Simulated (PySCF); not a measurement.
SMILES O[Si](O)(O)O[Si](F)(F)F (CAM-B3LYP/def2-SVP optimised geometry):

```
12

Si     0.895    -1.667     0.000
F      0.409    -2.428     1.328
F      0.411    -2.518    -1.251
F      2.485    -1.667     0.000
O      0.293    -0.181     0.000
Si    -0.652     0.753     1.023
O     -0.137     2.299     0.967
O     -2.199     0.694     0.514
O     -0.495     0.123     2.522
H      0.747     2.518     1.277
H     -2.485     1.301    -0.176
H     -0.492    -0.837     2.619
```

Method: CAM-B3LYP/def2-TZVP run with PySCF.

Q: What are the frontier orbital energies and the dipole moment?

A: HOMO-2 -11.92 eV, HOMO-1 -11.50 eV, HOMO -11.11 eV, LUMO 0.80 eV, LUMO+1 1.82 eV; dipole moment 1.32 D.

On the same geometry PBE/def2-TZVP run with PySCF gives HOMO-2 -8.55 eV, HOMO-1 -8.14 eV, HOMO -7.79 eV, LUMO -0.96 eV, LUMO+1 0.04 eV; dipole moment 1.31 D.

Meta-Löwdin charges at CAM-B3LYP/def2-TZVP: Si1 1.82, F2 -0.50, F3 -0.48, F4 -0.48, O5 -0.84, Si6 1.65, O7 -0.75, O8 -0.76, O9 -0.76, H10 0.37, H11 0.37, H12 0.36.
